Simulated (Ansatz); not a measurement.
## Ligand exchange: Cd(CH3)(SH) + H2S2 → Cd(SH)2 + CH4S

Gas-phase species: Cd(CH3)(SH), singlet; H2S2 `SS`, singlet; Cd(SH)2, singlet; CH4S (methanethiol) `CS`, singlet. The partners trade CH3 for SH: Cd–CH3 and S–SH bonds give way to Cd–SH and S–CH3.

Shapes, held fixed at every level: PBE0-D4/def2-TZVP. Flexible molecules stand in one conformer, not always the lowest. Programs: Ansatz 0.2.0. Electronic energies: no zero-point or thermal term.

```
             level                   kind  ΔE (kJ/mol)  less CCSD(T)/def2-TZVPP
       HF/def2-SVP           Hartree–Fock       -132.5                    -39.6
  SPW92/def2-TZVPP                    LDA        -82.2                    +10.7
PBE0-D4/def2-TZVPP          global hybrid        -92.9                      0.0
 B2PLYP/def2-TZVPP          double hybrid        -92.6                     +0.3
      MP2/def2-SVP    perturbation theory       -115.1                    -22.2
     CCSD/def2-SVP  coupled cluster or CI       -115.9                    -23.0
   CCSD/def2-TZVPP  coupled cluster or CI        -96.2                     -3.3
CCSD(T)/def2-TZVPP  coupled cluster or CI        -92.9                      0.0
```

The highest level, CCSD(T)/def2-TZVPP, gives ΔE = -92.9 kJ/mol; the levels span -132.5 to -82.2. The column of differences is taken from that level and isn't an error. No measured value is set beside it here. For atoms past krypton def2 sets carry core potentials with scalar relativity. Outer-core shells of Cd are correlated, in sets that cover them unevenly.
